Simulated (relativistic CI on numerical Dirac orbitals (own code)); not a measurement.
**Hyperfine structure of Cs XXI, mass number 135**

Method of calculation: Dirac-Coulomb-Breit CI, orbitals from a KLI potential per configuration, model QED (radiative potential, 1s self-energy scaled to tabulated hydrogen-like ionisation energies), unscaled Slater integrals (own radial code, finite nucleus).

Configuration list (outside the closed core [Ar] 3d10): 4s2 4p5, 4s 4p6, 4s2 4p4 4d, 4s 4p5 4d, 4s2 4p4 4f, 4s 4p5 4f, 4p6 4d, 4s 4p4 4d2, 4s2 4p3 4d 4f, 4p6 4f, 4s2 4p4 5s, 4p5 4d2, 4p4 4d3, 4p4 4d2 4f, 4p4 4d2 5s. Double excitations out of closed p, d and f shells are left out; levels of such configurations are missing from the list, as are those of other unlisted configurations, and high levels can miss mixing partners.

Nuclear spin I = 7/2, μ = 2.7283 μN, Q = 0.048 b (tables of Stone and Pyykkö). The electronic factors are computed for point nuclear moments, without core polarisation or the Bohr-Weisskopf and QED corrections.

```tsv
Level	E (eV)	A (GHz)	B (GHz)
4s2 4p5 2P°_3/2	0.0000	12.01	-1.4
4s2 4p5 2P°_1/2	17.4034	77.88	
4s 4p6 2S_1/2	68.1220	209.9	
4s2 4p4 4d 4D_5/2	82.2955	8.266	-0.145
4s2 4p4 4d 4D_7/2	84.0322	7.105	0.222
4s2 4p4 4d 2F_7/2	86.9434	7.5	0.0525
4s2 4p4 4d 4F_9/2	87.2237	6.462	0.707
4s2 4p4 4d 2D_3/2	89.4899	5.204	0.486
```

Levels with J = 0, under 50 % of one LS term, or S terms without an open s electron are left out. Small factors come from cancelling terms and can be off by tens of per cent or more.

At this charge energies of transitions that change n are usually good to better than 1 %, and those within a shell (Δn = 0) to a few per cent.

Question: Give the hyperfine levels of 4s2 4p5 2P°_1/2 relative to its centre of gravity.

Answer: With K = F(F + 1) − I(I + 1) − J(J + 1), E = AK/2: F = 3: -175.2, F = 4: 136.3 GHz.

LS names give the leading component of a level, which can be under half, so a name can repeat, a term be missing and a line seem to break the LS rules.
